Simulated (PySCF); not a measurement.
Compound: C₃H₁₀N₂Si.
Cartesian coordinates in Å at the PBE0-D3(BJ)/def2-SVP level; atoms count from 1:
```
atom  x, y, z in Å
N1     2.977   -0.617    0.087
Si2    1.542    0.287   -0.231
N3     0.216   -0.623    0.403
C4    -1.007   -0.115    0.924
C5    -2.300   -0.416    0.217
C6    -1.734    0.971    0.184
H7     3.769   -0.548   -0.541
H8     3.271   -0.820    1.036
H9     1.422    1.649    0.385
H10    1.572    0.480   -1.719
H11    0.283   -1.635    0.384
H12   -1.079   -0.056    2.020
H13   -2.226   -1.008   -0.700
H14   -3.191   -0.609    0.819
H15   -2.221    1.756    0.768
H16   -1.299    1.317   -0.758
```

Computed, not measured: TDDFT CAM-B3LYP/def2-SVPD, vertical, gas phase, core orbitals frozen in the response in PySCF 2.14.0, density-fitted response routines.

Ground-to-excited transition dipoles (e·a0, same axes as the geometry; the sign carries no meaning), for the states with f of 0.002 or more among the lowest 6:

| state | E (eV) | μx | μy | μz |
| --- | --- | --- | --- | --- |
| S1 | 6.293 | 0.379 | 0.087 | -0.035 |
| S2 | 6.542 | -0.035 | -0.282 | 0.098 |
| S3 | 6.785 | 0.111 | -0.284 | -0.215 |
| S4 | 7.129 | 0.238 | -0.032 | -0.328 |
| S5 | 7.219 | 0.126 | -0.015 | -0.279 |
| S6 | 7.406 | 0.166 | 0.043 | -0.091 |

(1) What oscillator strength does each state have?

(2) Which bond between heavy atoms lies closest to the direction of the S4 transition dipole?

(3) What angle do the transition dipoles of S1 and S3 make?

(4) How is the summed strength of these states shared among x, y and z?

(5) What peak molar absorption coefficient would the strongest computed level give as a lone Gaussian band 0.5 eV wide at half height?

Results:

(1) f = (2/3) ΔE |μ|² with ΔE in hartree (27.2114 eV).

```csv
state,|μ|² (au),|μ| (D),f
S1,0.152,0.99,0.023
S2,0.090,0.76,0.014
S3,0.140,0.95,0.023
S4,0.165,1.03,0.029
S5,0.094,0.78,0.017
S6,0.038,0.49,0.007
```

(2) N3–C4, at 34° from it; next Si2–N3 at 45°.

(3) |cos θ| = |μa·μb| / (|μa| |μb|) = 0.17, so θ ≈ 80° (taken between 0 and 90°, since the signs are arbitrary).

(4) (2/3) Σ ΔE μα² gives 0.042 for x, 0.028 for y and 0.044 for z, 0.113 in all.

(5) ε(max) = 2.175×10⁸ f / FWHM, with the width in cm⁻¹. S4: 2.175×10⁸ × 0.0289 / 4033 ≈ 1600 L mol⁻¹ cm⁻¹.

One conformer stands for the species.

Without π bonds the low states may be Rydberg-like; a valence basis with one diffuse set may place them up to an eV too high.
